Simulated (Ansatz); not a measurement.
A nudged elastic band was laid between two geometries of BF2H4NO (9 atoms, charge 0, multiplicity 1).

Computed with Ansatz, RKS LDA/def2-SVP.

```
movable images  : 5
climbing image  : yes
spring          : 5.0 eV/Å²
optimiser       : quadratic models (default)
start path      : through a guess of the saddle point
force threshold : 0.03 eV/Å
iteration limit : 60
end points      : relaxed
```

Image 0:

```xyz
9
Properties=species:S:1:pos:R:3
B -0.063 0.124 0.285
F -0.235 -0.632 1.429
F 1.166 -0.127 -0.292
O -1.162 0.187 -0.590
H -1.337 -0.684 -0.985
N 0.034 1.675 0.820
H 0.942 2.075 0.539
H -0.744 2.187 0.375
H -0.062 1.686 1.846
```

Image 6:

```xyz
9
Properties=species:S:1:pos:R:3
B -0.034 0.501 -0.175
F -0.258 -0.177 2.197
F 1.074 -0.206 -0.387
O -1.231 0.119 -0.660
H -1.212 -0.794 -1.001
N 0.069 1.739 0.544
H 0.986 2.191 0.610
H -0.709 2.402 0.473
H -0.148 0.716 1.825
```

Which bonds break or form, and what moves?

Bonds broken: B1–F2, N6–H9. Bonds formed: F2–H9. BF2H4NO becomes BFH3NO + FH.

Give the energies along the band, and the barrier.

The forces met the threshold. The highest image is number 5 of 0 to 6, 1.05 eV above the first end and 0.09 eV above the last; the last end lies 0.95 eV above the first. A vibrational analysis at the climbing image gives one clearly imaginary mode, 365i cm⁻¹: a first-order saddle point. The orbitals stay closed-shell, which can raise the energy where a bond breaks towards radicals; this wasn't checked here.

```
image  path coordinate (Å)  energy (eV)  B1–F2 (Å)  N6–H9 (Å)  F2–H9 (Å)
    0                 0.00         0.00       1.38       1.03       2.36
    1                 0.25         0.04       1.39       1.03       2.10
    2                 0.49         0.17       1.42       1.04       1.81
    3                 0.74         0.46       1.49       1.09       1.51
    4                 0.98         0.88       1.65       1.22       1.26
    5                 1.23         1.05       1.86       1.41       1.07
    6                 1.76         0.95       2.48       1.65       0.97
```

What is the geometry of the highest image?


```xyz
9
Properties=species:S:1:pos:R:3
B -0.050 0.393 0.044
F -0.258 -0.215 1.793
F 1.098 -0.220 -0.281
O -1.214 0.125 -0.602
H -1.229 -0.779 -0.964
N 0.057 1.747 0.672
H 0.977 2.196 0.597
H -0.700 2.395 0.425
H -0.145 0.851 1.742
```

What are the harmonic wavenumbers there?

365i, 246, 306, 338, 376, 425, 455, 602, 760, 829, 885, 954, 1137, 1204, 1368, 1460, 1519, 2061, 3468, 3570, 3780 cm⁻¹.

Run time: 74 s on 2 threads of Intel(R) Xeon(R) Platinum 8488C (Sapphire Rapids), on a shared host, peak memory 0.14 GiB.
